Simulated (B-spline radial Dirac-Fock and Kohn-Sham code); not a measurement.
**Satellites and hypersatellites of the K lines of Ta⁵⁺**

System: the Ta⁵⁺ ion in the configuration [Xe] 4f14.

The run's input, task.json:

```json
{"items": [{
  "Z": 73,
  "q": 5,
  "cfg": [[1, 0, 2], [2, 0, 2], [2, 1, 6], [3, 0, 2], [3, 1, 6], [3, 2, 10], [4, 0, 2], [4, 1, 6], [4, 2, 10], [4, 3, 14], [5, 0, 2], [5, 1, 6]],
  "A": 181,
  "rrms": 5.3507,
  "do": ["binding", "quiet", "double"]
}]}
```

Run with: `python xray_run.py task.json out`

These are calculated numbers from a radial B-spline solver; the model is Dirac-Fock energy differences between relaxed states, corrected for Breit and QED terms. Each two-hole energy is an average over J within one jj subconfiguration, not an observable level; in light atoms, where LS coupling holds, the j-resolved values are not observed lines, and for a K spectator the Kα1 hypersatellite is nearly forbidden. Correlation energy is missing from these numbers.

Lines without a spectator: Kα2 (K-L2) 56273.6 eV, Kα1 (K-L3) 57529.5 eV, Kβ3 (K-M2) 64938.8 eV, Kβ1 (K-M3) 65212.7 eV. Shifts in eV with one spectator hole (a dash: not computed, or left out as unreliable):

```tsv
spectator hole	Kα2	Kα1	Kβ3	Kβ1
K (1s)	+961.5	+1032.0	+1244.2	+1260.6
L2 (2p1/2)	+122.0	+163.9	–	+313.4
L3 (2p3/2)	+93.4	+102.0	+238.0	–
M2 (3p1/2)	–	+25.76	+50.0	+59.3
M3 (3p3/2)	+14.28	–	+42.9	+43.4
M4 (3d3/2)	+4.85	+1.45	–	–
M5 (3d5/2)	-0.47	+3.49	–	–
```
